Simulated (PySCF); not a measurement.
PySCF job for GeF2, SMILES [F][Ge][F] (connectivity only; charge and spin as stated), neutral, multiplicity 1, TDA-CAM-B3LYP/def2-SVPD. Coordinates come from a B3LYP-D3(BJ)/def2-TZVP optimisation. The isomer is the one that the SMILES or the coordinates give; other isomers of the formula were not compared.

```python
import numpy as np
from pyscf import gto, scf, dft, tdscf

mol = gto.M(
    atom='''
    Ge    0.00000000   -0.00000000    0.41767415
    F     0.00000000   -1.32119937   -0.74253182
    F     0.00000000    1.32119938   -0.74253182
    ''',
    basis='def2-SVPD',
    charge=0,
    spin=0,
    symmetry=True,
    max_memory=1600,
    verbose=4,
)
mf = dft.RKS(mol, xc='cam-b3lyp').density_fit(auxbasis='def2-universal-jkfit')
mf.grids.level = 3
mf.conv_tol = 1e-9
mf.max_cycle = 100
mf.kernel()
mf.grids = dft.Grids(mol).set(level=1).build(with_non0tab=True)  # coarser grid for the response kernel
td = tdscf.TDA(mf)
td.singlet = True
td.nstates = 10
td.conv_tol = 1e-4
td.kernel(x0=td.get_init_guess(mf, 15))
td.analyze()
tt = tdscf.TDA(mf)
tt.singlet = False
tt.nstates = 4
tt.conv_tol = 1e-4
tt.kernel(x0=tt.get_init_guess(mf, 9))
tt.analyze(verbose=3)
```

Log of the run:

```
PySCF version 2.14.0

[INPUT] verbose = 4
[INPUT] num. atoms = 3
[INPUT] num. electrons = 50
[INPUT] charge = 0
[INPUT] spin (= nelec alpha-beta = 2S) = 0
[INPUT] symmetry True subgroup None
[INPUT] Mole.unit = angstrom
[INPUT] Symbol           X                Y                Z      unit          X                Y                Z       unit  Magmom
[INPUT]  1 Ge     0.000000000000   0.000000000000   0.417674150000 AA    0.000000000000   0.000000000000   0.789289752811 Bohr   0.0
[INPUT]  2 F      0.000000000000  -1.321199370000  -0.742531820000 AA    0.000000000000  -2.496704965248  -1.403181778575 Bohr   0.0
[INPUT]  3 F      0.000000000000   1.321199380000  -0.742531820000 AA    0.000000000000   2.496704984145  -1.403181778575 Bohr   0.0

nuclear repulsion = 189.573340817426
point group symmetry = C2v
symmetry origin: [0.00000000e+00 3.40150706e-09 1.51178099e-09]
symmetry axis x: [-1. -0. -0.]
symmetry axis y: [ 0.00000000e+00  1.00000000e+00 -4.19947041e-09]
symmetry axis z: [0.00000000e+00 4.19947041e-09 1.00000000e+00]
num. orbitals of irrep A1 = 34
num. orbitals of irrep A2 = 11
num. orbitals of irrep B1 = 15
num. orbitals of irrep B2 = 24
number of shells = 32
number of NR pGTOs = 146
number of NR cGTOs = 84
basis = def2-SVPD
ecp = {}


[settings echo left out]
init E= -2275.68412599948
HOMO (A1) = -0.331244057966384  LUMO (B1) = -0.0774961692972527  gap/eV = 6.90483
cycle= 1 E= -2276.31186619267  delta_E= -0.628  |g|= 0.866  |ddm|= 1.84
HOMO (B2) = -0.312494914521329  LUMO (B1) = -0.0872223489006809  gap/eV = 6.12998
cycle= 2 E= -2276.10945338949  delta_E= 0.202  |g|= 1.46  |ddm|= 1.73
HOMO (A1) = -0.397537442605584  LUMO (B1) = -0.0751487249346208  gap/eV = 8.77264
cycle= 3 E= -2276.44605388945  delta_E= -0.337  |g|= 0.067  |ddm|= 0.908
HOMO (A1) = -0.388438053848454  LUMO (B1) = -0.0653832622183881  gap/eV = 8.79077
cycle= 4 E= -2276.44648334081  delta_E= -0.000429  |g|= 0.0312  |ddm|= 0.0874
HOMO (A1) = -0.388685495102514  LUMO (B1) = -0.0639655604535503  gap/eV = 8.83608
cycle= 5 E= -2276.44660188115  delta_E= -0.000119  |g|= 0.00282  |ddm|= 0.0248
HOMO (A1) = -0.388905857829352  LUMO (B1) = -0.0641824337651937  gap/eV = 8.83617
cycle= 6 E= -2276.4466045851  delta_E= -2.7e-06  |g|= 0.000638  |ddm|= 0.00639
HOMO (A1) = -0.388918720233076  LUMO (B1) = -0.0642378111311794  gap/eV = 8.83502
cycle= 7 E= -2276.446604806  delta_E= -2.21e-07  |g|= 0.000171  |ddm|= 0.00258
HOMO (A1) = -0.388923372958573  LUMO (B1) = -0.0642569090112737  gap/eV = 8.83462
cycle= 8 E= -2276.44660481641  delta_E= -1.04e-08  |g|= 1.48e-05  |ddm|= 0.000521
HOMO (A1) = -0.388920502731756  LUMO (B1) = -0.0642547534643239  gap/eV = 8.83461
cycle= 9 E= -2276.44660481655  delta_E= -1.41e-10  |g|= 3.43e-06  |ddm|= 4.38e-05
HOMO (A1) = -0.388920602517356  LUMO (B1) = -0.0642546902257144  gap/eV = 8.83461
Extra cycle  E= -2276.44660481657  delta_E= -1.68e-11  |g|= 3.28e-06  |ddm|= 6.39e-06
converged SCF energy = -2276.44660481657
tot grids = 18016


******** <class 'pyscf.tdscf.rks.TDA'> for <class 'pyscf.df.df_jk.DFSymAdaptedRKS'> ********
nstates = 10 singlet
deg_eia_thresh = 1.000e-03
wfnsym = None
conv_tol = 0.0001
eigh lindep = 1e-12
eigh level_shift = 0
eigh max_cycle = 100


Excitation energies (eV)
[5.71189622 7.0201286  7.73418433 8.12262436 8.4196792  8.65150974
 8.7350152  8.94597045 9.21399403 9.88001003]

** Singlet excitation energies and oscillator strengths **
Excited State   1:   B1      5.71190 eV    217.06 nm  f=0.1571
      25 -> 26       -0.69176
Excited State   2:   A2      7.02013 eV    176.61 nm  f=0.0000
      24 -> 26        0.70319
Excited State   3:   B2      7.73418 eV    160.31 nm  f=0.0233
      23 -> 26        0.58350
      25 -> 27        0.38165
Excited State   4:   B1      8.12262 eV    152.64 nm  f=0.0244
      21 -> 26       -0.69705
Excited State   5:   A1      8.41968 eV    147.26 nm  f=0.0888
      22 -> 26        0.50344
      25 -> 28        0.43805
      25 -> 29        0.21115
Excited State   6:   B2      8.65151 eV    143.31 nm  f=0.4142
      23 -> 26       -0.34378
      24 -> 28       -0.18638
      25 -> 27        0.56306
Excited State   7:   A2      8.73502 eV    141.94 nm  f=0.0000
      20 -> 26        0.70072
Excited State   8:   A1      8.94597 eV    138.59 nm  f=0.3378
      20 -> 27       -0.12495
      22 -> 26       -0.43371
      24 -> 27        0.19116
      25 -> 28        0.37312
      25 -> 29        0.31885
Excited State   9:   A1      9.21399 eV    134.56 nm  f=0.0025
      25 -> 28       -0.38302
      25 -> 29        0.58213
Excited State  10:   A1      9.88001 eV    125.49 nm  f=0.0625
      20 -> 27       -0.10874
      21 -> 28       -0.12421
      22 -> 26       -0.11323
      24 -> 27       -0.65779

** Transition electric dipole moments (AU) **
state          X           Y           Z        Dip. S.      Osc.
  1        -1.0597      0.0000      0.0000      1.1230      0.1571
  2         0.0000     -0.0000      0.0000      0.0000      0.0000
  3        -0.0000      0.3505     -0.0000      0.1229      0.0233
  4        -0.3500      0.0000     -0.0000      0.1225      0.0244
  5         0.0000      0.0000      0.6562      0.4306      0.0888
  6         0.0000      1.3980     -0.0000      1.9544      0.4142
  7        -0.0000      0.0000     -0.0000      0.0000      0.0000
  8        -0.0000     -0.0000      1.2416      1.5415      0.3378
  9        -0.0000     -0.0000      0.1044      0.0109      0.0025
 10         0.0000     -0.0000      0.5083      0.2583      0.0625

** Transition velocity dipole moments (imaginary part, AU) **
state          X           Y           Z        Dip. S.      Osc.
  1        -0.0423      0.0000      0.0000      0.0018      0.0057
  2         0.0000     -0.0000      0.0000      0.0000      0.0000
  3         0.0000      0.1001     -0.0000      0.0100      0.0235
  4        -0.0484      0.0000     -0.0000      0.0023      0.0052
  5        -0.0000     -0.0000      0.2157      0.0465      0.1002
  6         0.0000      0.2627     -0.0000      0.0690      0.1447
  7        -0.0000      0.0000     -0.0000      0.0000      0.0000
  8         0.0000      0.0000      0.2990      0.0894      0.1813
  9        -0.0000     -0.0000      0.0832      0.0069      0.0136
 10         0.0000      0.0000      0.1332      0.0177      0.0326

** Transition magnetic dipole moments (imaginary part, AU) **
state          X           Y           Z
  1        -0.0000      1.1741      0.0000
  2         0.0000     -0.0000      0.3246
  3         0.6139      0.0000     -0.0000
  4        -0.0000      0.2102      0.0000
  5        -0.0000      0.0000     -0.0000
  6         1.3917      0.0000      0.0000
  7        -0.0000      0.0000      0.8445
  8        -0.0000      0.0000      0.0000
  9         0.0000     -0.0000     -0.0000
 10        -0.0000      0.0000      0.0000


******** <class 'pyscf.tdscf.rks.TDA'> for <class 'pyscf.df.df_jk.DFSymAdaptedRKS'> ********
nstates = 4 triplet
deg_eia_thresh = 1.000e-03
wfnsym = None
conv_tol = 0.0001
eigh lindep = 1e-12
eigh level_shift = 0
eigh max_cycle = 100


Excitation energies (eV)
[3.68838716 6.3916619  6.86301638 6.99865215]

** Triplet excitation energies and oscillator strengths **
Excited State   1:   B1      3.68839 eV    336.15 nm  f=0.0000
Excited State   2:   B2      6.39166 eV    193.98 nm  f=0.0000
Excited State   3:   A2      6.86302 eV    180.66 nm  f=0.0000
Excited State   4:   B2      6.99865 eV    177.15 nm  f=0.0000
```

The run converged.

Cost: very roughly 30 core-seconds.
